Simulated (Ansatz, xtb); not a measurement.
C5H9N3: 3 structures ranked

3 gas-phase structures of C5H9N3, from a drawn sample of its isomers (lower ones may exist). Each was relaxed with GFN2-xTB; where two conformers were screened, the lower at r2SCAN-D4/def2-SVP is listed:

A. `CC(C)c1c[nH]nn1`, a singlet
B. `CC(C)c1cnn[nH]1`, a singlet
C. `CC(C)c1cn[nH]n1`, a singlet

Task: Which do you expect lowest at r2SCAN-D4/def2-SVP, and how would the others follow?

Result: Calculated order at r2SCAN-D4/def2-SVP: C (0.0), A (5.1), B (5.9) kcal/mol. Less than 1 kcal/mol parts A and B, so the order within that pair means little.

Energies above the lowest of each column, in kcal/mol; the last columns are at PBE0-D3(BJ)/def2-SVP geometries:

| structure | GFN2-xTB | HF/STO-3G | r2SCAN-D4/def2-SVP | PBE0-D3(BJ)/def2-SVP | CCSD(T)/def2-SVP + ΔMP2/def2-TZVPP |
| --- | --- | --- | --- | --- | --- |
| C | 0.0 | 0.0 | 0.0 | 0.0 | 0.0 |
| A | 3.4 | 2.6 | 5.1 | 5.1 | 3.8 |
| B | 2.5 | 1.5 | 5.9 | 5.6 | 4.4 |

Every level run on C puts it lowest or level with the lowest. Flexible structures stand in one conformer each, not always the lowest. ΔMP2 is the change of the MP2 energy from the smaller to the larger basis.

Programs: Ansatz 0.2.0, xtb 6.7.1.
